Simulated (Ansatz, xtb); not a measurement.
**Two structures of CH4AlIn**

Structure a is a singlet given by its coordinates and structure b is `[CH3][AlH][In]`, a singlet. Both are isolated molecules in the gas phase, relaxed with B3LYP-D3(BJ)/def2-SVP.

a (Å):

```tsv
atom	x (Å)	y (Å)	z (Å)
C	-0.0297	-0.2459	0.7623
Al	1.0513	0.0001	-0.8832
In	2.0045	0.9915	-3.3270
H	0.3216	-1.0756	1.3968
H	-0.0171	0.6786	1.3683
H	-1.0861	-0.4383	0.4996
H	0.3351	1.3601	-1.7521
```

Close contacts (Å): C1–Al2 1.98, Al2–In3 2.80, C1–H4 1.10, C1–H5 1.11, C1–H6 1.11, Al2–H7 1.77, In3–H7 2.32.

b (Å):

```xyz
7

C     1.1715   -1.3149   -0.5462
Al    0.2970    0.2762   -1.3557
In   -1.3619    0.2830   -3.8212
H     1.0054   -2.2607   -1.0866
H     2.2637   -1.1524   -0.4767
H     0.8186   -1.4530    0.4933
H     0.5961    1.6138   -0.4969
```

Q: Estimate which is lower in electronic energy at CCSD(T)/def2-TZVP, and by roughly how much.

A: The CCSD(T)/def2-TZVP calculation puts structure b lower, by 4.4 kcal/mol.

Level by level:

```csv
level,geometry,E(b) − E(a) (kcal/mol),departure from the last row (kcal/mol),"job, with rough time for the two"
B3LYP-D3(BJ)/def2-SVP,B3LYP-D3(BJ)/def2-SVP,−3.6,+0.7,"optimisation, 72 s"
HF/def2-TZVP,B3LYP-D3(BJ)/def2-SVP,−10.3,−5.9,part of the CCSD(T) run
MP2/def2-TZVP,B3LYP-D3(BJ)/def2-SVP,−4.6,−0.2,part of the CCSD(T) run
CCSD(T)/def2-TZVP,B3LYP-D3(BJ)/def2-SVP,−4.4,,"single point, 80 s"
```

The levels shown agree on the order. The largest departure from CCSD(T)/def2-TZVP is that of HF/def2-TZVP, 5.9 kcal/mol. Levels run at GFN2-xTB geometries aren't shown.

With harmonic frequencies from B3LYP-D3(BJ)/def2-SVP (ideal gas, rigid rotor, one conformer each, 298.15 K, 1 atm): the zero-point term adds +0.8 kcal/mol; ΔH is −3.7 and ΔG −3.9 kcal/mol.

The correlated steps freeze 10 core orbitals; the filled d shell of In is correlated, in a basis made for valence electrons. Atoms past krypton carry core potentials in the def2 sets and no spin–orbit term is included. Run with Ansatz 0.2.0; the last row on 1 thread of Arm Neoverse V2 on a shared host.
